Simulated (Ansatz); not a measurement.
Reaction (formal loss of a carbene): `C[BH][GeH2][CH3]` → `[BH2][GeH2][CH3]` + `[CH2]` (triplet)

Program: Ansatz. Geometries: PBE0-D4/def2-TZVP. ΔE: electronic, gas phase. CCSD(T)/CBS is the MP2 limit (def2-TZVPP, def2-QZVPP) plus CCSD(T) − MP2 in def2-TZVPP, frozen cores. This one scheme is used for every species. Triplets are unrestricted, without spin–orbit coupling. For Ge outer-core shells are correlated without core-valence functions, which leaves a few kJ/mol of doubt a bond. Scalar relativity is left out up to krypton. One conformer a species, not always the lowest.

```csv
species,MP2/CBS(def2) energy (Eh)
`C[BH][GeH2][CH3]`,-2182.33529
`[BH2][GeH2][CH3]`,-2143.07192
`[CH2]` (triplet),-39.07245
```

Question: Work out ΔE.

Answer: ΔE = (-2143.07192) + (-39.07245) − (-2182.33529) = 0.19092 Eh = +501.3 kJ/mol. CCSD(T)/CBS gives +487.0 kJ/mol.

Largest T1 diagnostic among the species: 0.011.

The D4 term adds +9.0 kJ/mol with B3LYP and +4.9 kJ/mol with PBE0; it sums over pairs of atoms, weighted by their polarisabilities, and B3LYP, whose exchange is more repulsive, gets the larger term. In def2-TZVPP, CCSD(T) changes the Hartree–Fock value by +141.9 kJ/mol (the triples alone add +11.9 kJ/mol) and MP2 by +156.1 kJ/mol. From PBE to PBE0 (25 % exact exchange), in def2-TZVPP and without D4, ΔE moves by −9.8 kJ/mol.

B3LYP here is the variant with VWN-RPA as its local correlation; programs differ in this.
